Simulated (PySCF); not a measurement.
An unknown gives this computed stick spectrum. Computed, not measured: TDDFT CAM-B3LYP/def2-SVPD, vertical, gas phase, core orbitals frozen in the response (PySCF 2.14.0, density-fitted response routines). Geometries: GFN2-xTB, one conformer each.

```csv
state,E (eV),f,"main configurations (H = HOMO, L = LUMO)"
S1,7.13,0.0006,H→L (82%)
S2,7.72,0.0025,H-1→L (72%)
S3,7.80,0.0010,"H-2→L (54%), H→L+1 (12%), H-2→L+2 (10%)"
S4,7.93,0.0024,"H→L+2 (36%), H→L+1 (24%), H-2→L (11%)"
S5,8.26,0.0022,"H-4→L (25%), H→L+4 (15%), H-3→L (14%)"
S6,8.38,0.028,"H→L+3 (32%), H→L+2 (19%), H-6→L (9%)"
S7,8.51,0.012,"H-3→L (53%), H-4→L (10%)"
S8,8.59,0.027,"H→L+7 (21%), H-6→L (14%), H→L+4 (12%)"
```

Triplets computed (Tamm–Dancoff): 6.95, 7.33, 7.40 eV.

Question: Which candidate is it? All have the formula C2H8O4Si2.
A. `[SiH3]C[Si](O)(OC=O)O`
B. `O[Si]1(O[SiH3])OCCO1`
C. `O=CO[C@H]([SiH3])[SiH](O)O`
D. `O=C(O)C[Si@@H](O)O[SiH3]`

Answer: B. Its S1, at 7.13 eV, is the highest among the candidates; the nearest of the others has S1 at 5.99 eV. S1 is HOMO→LUMO (82%). Löwdin shares by element: HOMO oxygen 54% or more, carbon 18% (atoms not listed hold the other 27%); LUMO silicon 40%, oxygen 21% or more (atoms not listed hold the other 40%). At the same level the other candidates give, for their lowest levels:
- `O=CO[C@H]([SiH3])[SiH](O)O`: 5.99 eV (f 0.001); 7.05 eV (f 0.062); 7.37 eV (f 0.014); 7.61 eV (f 0.008); 7.95 eV (f 0.040); T1 5.47 eV; HOMO -9.44, LUMO 0.75 eV
- `O=CO[Si](O)(O)C[SiH3]`: 5.88 eV (f 0.001); 7.83 eV (f 0.007); 8.05 eV (f 0.032); 8.15 eV (f 0.053); 8.39 eV (f 0.133); T1 5.34 eV; HOMO -10.07, LUMO 0.60 eV
- `O=C(O)C[Si@@H](O)O[SiH3]`: 5.95 eV (f 0.003); 7.50 eV (f 0.122); 7.60 eV (f 0.045); 7.75 eV (f 0.001); 7.82 eV (f 0.001); T1 5.49 eV; HOMO -9.86, LUMO 0.67 eV

Without π bonds the low states are Rydberg-like; a valence basis with one diffuse set may place them up to an eV too high.
